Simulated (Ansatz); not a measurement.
Input for Ansatz (a program for electronic structure): R-CCSD(T)/cc-pV(T+d)Z on BFH2S2 (SMILES FB(S)S), a point of a torsion scan. Files ending in .json are basis or fitting sets from the Basis Set Exchange.

Ansatz 0.2 input:
```yaml
crystal:
  periodic: [false, false, false]
  atoms:
    - {symbol: F, position_ang: [-0.91711446, -1.78173253, 0.20875097]}
    - {symbol: B, position_ang: [-0.33915038, -0.60884779, 0.04035588]}
    - {symbol: S, position_ang: [1.41327593, -0.61924168, -0.42104770]}
    - {symbol: S, position_ang: [-1.41596815, 0.83592388, 0.08731167]}
    - {symbol: H, position_ang: [1.71877372, 0.61263868, -0.02454516]}
    - {symbol: H, position_ang: [-0.51294127, 1.75942500, -0.22862655]}
basis:
  gaussian:
    orbitals: cc-pV_T+d_Z.json
magnetization: {spin_polarized: false}
correlation: {method: ccsd_t, electrons: outside_noble_gas}
scf: {lower_state_search: off}
```

The head of its log:

```
WARN ansatz: RAYON_NUM_THREADS=1 ignored (pool sized by the plan → 1); use --threads N
Functional definition: HF
these checks for a lower state are left out or cut short: stability, starts, cluster_reference, orbital_swaps, neighbouring_geometries, increment
integrals: 0.47 GiB planned
985 factors; integrals over basis functions are off by at most 1.2e-3 eV
mean field: 0.46 GiB planned
mean field evaluation 1: about -25047.2412 eV, gradient 2.8e1 eV
mean field evaluation 2: about -25047.4563 eV, gradient 2.8e1 eV
mean field evaluation 4: about -25049.4947 eV, gradient 3.2e0 eV
mean field evaluation 8: about -25049.5486 eV, gradient 2.6e-1 eV
mean field -25049.54903234 eV, -920.5539477442 hartree, gradient 2.2e-6 eV, S^2 0.000000; 0 other end points of the search recorded, 0 dependent functions left out
12 core orbitals not correlated
reference -25049.54903234 eV, -920.5539477442 hartree; 12, 12 occupied and 142, 142 virtual orbitals, 985 factors
```

### Question
What total energy does the run end on?

### Answer
-921.3208 hartree (reference determinant -920.5539, T1 diagnostic 0.013).
